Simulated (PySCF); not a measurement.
Au(Cl)(SMe2) (C₂H₆AuClS), SMILES [Au](<-[S](C)C)[Cl], multiplicity 1.

Geometry: B3LYP-D3(BJ)/def2-SVP. The spin state was assumed, not searched. The isomer is the one that the SMILES or the coordinates give; other isomers of the formula were not compared. The def2 effective core potentials stand for the cores of Au; spin–orbit coupling is left out.

Computed with CAM-B3LYP/def2-TZVP in PySCF.

```yaml
total_energy: -1074.01285 hartree
point_group: Cs
highest_occupied_level: -8.32 eV
lowest_empty_level: 0.19 eV
orbital_gap: 8.52 eV
dipole_moment: 1.844 e·Å
quadrupole, principal values (traceless, Buckingham form, about the centre of nuclear charge): -9.01, 3.83, 5.18 D·Å
mean_static_polarisability: 88.5 bohr³ (13.11 Å³)
polarisability_principal_values: 66.8, 78.3, 120.3 bohr³
```
